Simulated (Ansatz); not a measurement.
Relaxation of the cluster Cu₂S₂ with RKS r2SCAN-D4/def2-SVP.

```sh
$ ansatz run in.yaml --threads 4 --pin off --events-out ev --progress --plain --max-ram 4787MiB
```

```yaml
crystal:
  periodic: [false, false, false]
  atoms:
    - {symbol: Cu, position_ang: [0.709180, -1.014140, -0.193730]}
    - {symbol: Cu, position_ang: [-0.744550, 0.920440, 0.409370]}
    - {symbol: S, position_ang: [-1.336840, -0.787860, -0.694060]}
    - {symbol: S, position_ang: [1.372200, 0.881570, 0.478410]}
basis:
  gaussian: {orbitals: def2-SVP}
hamiltonian: {xc: r2scan, dispersion: d4}
scf: {lower_state_search: "off"}
output: {orbitals: {seedname: orbitals}}
relax: {f_tol: 0.02, max_steps: 100}
```

Run time 9.5 s (4 threads of Arm Neoverse V1 on a shared host).

Positions (Å) and forces (eV/Å) at steps 1, 2, 4 of 4:

```xyz
4
step=1 energy=-110932.7551 eV
Cu    0.709   -1.014   -0.194    0.238   -0.392   -0.007
Cu   -0.745    0.920    0.409   -0.275    0.299    0.209
S    -1.337   -0.788   -0.694   -0.214   -0.099   -0.202
S     1.372    0.882    0.478    0.251    0.192    0.000
4
step=2 energy=-110932.7679 eV
Cu    0.716   -1.030   -0.186    0.090   -0.164    0.018
Cu   -0.755    0.927    0.424   -0.112    0.109    0.103
S    -1.334   -0.782   -0.705   -0.080   -0.030   -0.100
S     1.373    0.886    0.467    0.102    0.085   -0.021
4
step=4 energy=-110932.7737 eV
Cu    0.712   -1.048   -0.153   -0.012    0.012    0.010
Cu   -0.763    0.915    0.459    0.010   -0.017    0.001
S    -1.324   -0.765   -0.737   -0.002    0.001   -0.007
S     1.374    0.898    0.431    0.004    0.004   -0.004
```

The restricted singlet is unstable towards broken spin symmetry at other levels; at r2SCAN-D4/def2-SVP this wasn't settled. At r2SCAN-D4/def2-SVP a triplet of charge 0 lies 0.20 eV below the restricted singlet, each at its own geometry. The structure comes from a short search, and lower isomers may exist.
